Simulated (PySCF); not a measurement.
Al(OH)2(SH) (AlH3O2S), SMILES [SH][Al]([OH])[OH]. Geometry: PBE0-D3(BJ)/def2-SVP. Other conformers were not sampled.

Give the equilibrium geometry at PBE0-D3(BJ)/def2-SVP (PySCF confirms it by a frequency run) as a Z-matrix, and its point group. (Estimate from the structure and the level; the computed values follow.)

One answer among several that fit: point group Cs.
```
Al
O 1 1.6946
H 2 0.9584 1 124.53
O 1 1.6949 2 120.30 3 0.00
H 4 0.9573 1 127.43 2 180.00
S 1 2.1758 2 116.83 3 -180.00
H 6 1.3522 1 91.76 2 0.00
```
